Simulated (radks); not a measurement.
All-electron atom: Ne VIII in [He] 2s1 (the NIST ground configuration). Method: non-relativistic Kohn-Sham, LDA (Slater exchange, VWN5 correlation), spin-polarised, spherical densities, point nucleus; open shells are filled with parallel spins first; computed with a radial shooting solver on a logarithmic mesh with Libxc functionals.

Local quantities along the radius. ELF = 1/(1 + alpha^2) is the electron localisation function; alpha = (tau - tau_W)/tau_unif compares the Pauli kinetic energy density with that of the uniform gas (summed over spins); r v_xc is r times the local exchange-correlation potential of spin up (hartree bohr).

| r (bohr) | ELF | alpha | r v_xc |
|---|---|---|---|
| 0.007423 | 1.000 | 2.978e-06 | -0.06116 |
| 0.008995 | 1.000 | 4.536e-06 | -0.07334 |
| 0.01099 | 1.000 | 7.089e-06 | -0.08842 |
| 0.01331 | 1.000 | 0.00001099 | -0.1055 |
| 0.01613 | 1.000 | 0.00001724 | -0.1255 |
| 0.0197 | 1.000 | 0.00002796 | -0.1497 |
| 0.02387 | 1.000 | 0.00004526 | -0.1765 |
| 0.02916 | 1.000 | 0.00007645 | -0.2082 |
| 0.03533 | 1.000 | 0.0001298 | -0.2423 |
| 0.04315 | 1.000 | 0.0002327 | -0.2811 |
| 0.05228 | 1.000 | 0.0004237 | -0.3209 |
| 0.06335 | 1.000 | 0.0008080 | -0.3616 |
| 0.07737 | 1.000 | 0.001681 | -0.4030 |
| 0.09375 | 1.000 | 0.003644 | -0.4388 |
| 0.1145 | 1.000 | 0.008932 | -0.4681 |
| 0.1387 | 0.999 | 0.02349 | -0.4844 |
| 0.1681 | 0.995 | 0.06993 | -0.4854 |
| 0.2053 | 0.941 | 0.2510 | -0.4683 |
| 0.2488 | 0.536 | 0.9302 | -0.4391 |
| 0.3039 | 0.105 | 2.922 | -0.4152 |
| 0.3682 | 0.077 | 3.460 | -0.4284 |
| 0.4461 | 0.397 | 1.233 | -0.4784 |
| 0.5449 | 0.941 | 0.2493 | -0.5362 |
| 0.6603 | 0.997 | 0.05038 | -0.5656 |
| 0.8064 | 1.000 | 0.009550 | -0.5507 |
| 0.9771 | 1.000 | 0.001880 | -0.4895 |
| 1.193 | 1.000 | 0.0003195 | -0.3879 |
| 1.446 | 1.000 | 0.00005130 | -0.2747 |
| 1.752 | 1.000 | 6.885e-06 | -0.1693 |
| 2.14 | 1.000 | 6.583e-07 | -0.08575 |

On this mesh the ELF has minima near r = 0.33 bohr, which separate the shells.

Self-consistent cycle (total energy in hartree, residual of the potential): 1: -101.807014, 5e+00; 2: -101.891353, 4e+00; 3: -101.968438, 2e-02; 4: -101.968463, 6e-03; 5: -101.968463, 2e-04; 6: -101.968463, 2e-06; 7: -101.968463, 8e-07; 8: -101.968463, 4e-07; 9: -101.968463, 2e-07; 10: -101.968463, 1e-07; 11: -101.968463, 7e-08; 12: -101.968463, 8e-10.
